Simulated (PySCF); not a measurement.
**Ionisation energy of Ba(23+) by level of theory**

Ba(23+) [Ar] 3d10 4s2 4p3 [4p1/2^2 4p3/2^1, M_J = 3/2] → Ba(24+) [Ar] 3d10 4s2 4p2 [4p1/2^2, M_J = 0], as a difference of total energies. Calculation: PySCF 2.14, in an uncontracted even-tempered set (17 s from 1.7 bohr⁻², ratio 2.8; 13 p from 2.2 bohr⁻², ratio 2.8; 8 d from 3.8 bohr⁻², ratio 2.8; 4 f from 11 bohr⁻², ratio 3); the two-component X2C-1e Hamiltonian. Correlated levels: [Ne] frozen; the 74 highest virtual spinors dropped. "Screened" scales the spin-orbit matrix elements by Boettger's factors to mimic the two-electron term; Breit and QED terms are absent.

```csv
method,ionisation energy (eV)
GHF (spin-free),760.75
GMP2 (spin-free),761.64
GHF (screened spin-orbit),750.11
GMP2 (screened spin-orbit),750.90
```

Question: How much does correlation contribute at GMP2 (screened spin-orbit)?

Answer: 750.90 − (750.11) = 0.79 eV, measured against GHF (screened spin-orbit).

Breit and QED terms and the two-electron picture change are absent.

The spin-free rows relax to the high-spin LS determinant and lack the spin-orbit shift.

The labels give the starting determinants; with spin-orbit coupling the two ends relaxed to ⟨J²⟩ = 3.75, ⟨L²⟩ = 1.98, ⟨S²⟩ = 1.84 and ⟨J²⟩ = 0.00, ⟨L²⟩ = 1.35, ⟨S²⟩ = 1.35.

For comparison: 752 ± 4 eV (theoretical estimate listed by NIST; NIST Atomic Spectra Database, ionization energies).
